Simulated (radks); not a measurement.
Question: Excited configurations of Pd I: one electron is placed in a higher orbital outside [Kr] 4d9. The ground configuration is [Kr] 4d10. Method: scalar-relativistic Kohn-Sham, SCAN, spin-polarised, spherical densities, finite nucleus; open shells are filled with parallel spins first (spin-orbit coupling, left out, can overturn this in heavy ions); meta-GGA in the generalised Kohn-Sham scheme; Fermi nuclear charge, rms radius 4.5318 fm; computed with a radial shooting solver on a logarithmic mesh with Libxc functionals. Excitation = E - E(ground); binding = E(ion) - E, where the ion is the core of charge +1; n* = 1/sqrt(2 binding) in atomic units, and the quantum defect is n - n*.

| outer orbital | excitation (eV) | binding (eV) | n* | quantum defect | eigenvalue (eV) | <r> (bohr) |
|---|---|---|---|---|---|---|
| 5s | 0.980 | 7.985 | 1.305 | 3.695 | -5.191 | 3.108 |
| 5d | 7.443 | 1.521 | 2.991 | 2.009 | -0.702 | 10.64 |
| 5f | 8.355 | 0.609 | 4.726 | 0.274 | -0.350 | 30.60 |
| 6d | 8.039 | 0.925 | 3.835 | 2.165 | -0.527 | 20.36 |
| 7d | 8.350 | 0.614 | 4.706 | 2.294 | -0.378 | 33.02 |

Estimate the row for 4f.

Answer: excitation (eV) 8.078; binding (eV) 0.887; n* 3.917; quantum defect 0.083; eigenvalue (eV) -0.424; <r> (bohr) 17.93. The Delta-SCF ionisation energy is 8.965 eV (NIST Atomic Spectra Database: 8.337 eV, measured). Self-interaction in the functional shifts the binding energies and quantum defects, so they are the method's values and not measured ones. Open shells are spherical and high-spin; term and fine-structure splittings are not resolved.
